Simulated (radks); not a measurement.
Q: Br3+, 32 electrons, occupied as [Ar] 3d10 4s2 4p2 (the NIST ground configuration). All-electron calculation, scalar-relativistic Kohn-Sham, PBE, spin-polarised, spherical densities, finite nucleus; open shells are filled with parallel spins first; Fermi nuclear charge, rms radius 4.1629 fm. Program: a radial shooting solver on a logarithmic mesh with Libxc functionals. Some entries of the table are withheld. Estimate them.

orbital  occ.  eigenvalue (Ry)  r(max) (bohr)  <r^2> (bohr^2)
1s up       1        -981.7371        0.02792        0.002461
1s down     1        -981.7248        0.02791        0.002461
2s up       1        -130.2269         0.1592         0.04236
2s down     1        -130.2205         0.1592         0.04236
2p up       3        -115.2027         0.1274         0.03350
2p down     3        -115.1913         0.1274         0.03350
3s up       1        -20.32329         0.4839          0.3495
3s down     1        -20.30684         0.4840          0.3491
3p up       3        -15.57678         0.4810          0.3722
3p down     3        -15.55797         0.4811          0.3715
3d up       5         -7.72513            (1)          0.4288
3d down     5         -7.70040            (2)          0.4243
4s up       1         -4.06074          1.375           2.705
4s down     1         -3.87644          1.362           2.704
4p up       2         -3.00859          1.541           3.516
4p down     0         -2.82197          1.533           3.580

A: 
(1) 3d up r(max) (bohr): 0.4307
(2) 3d down r(max) (bohr): 0.4306
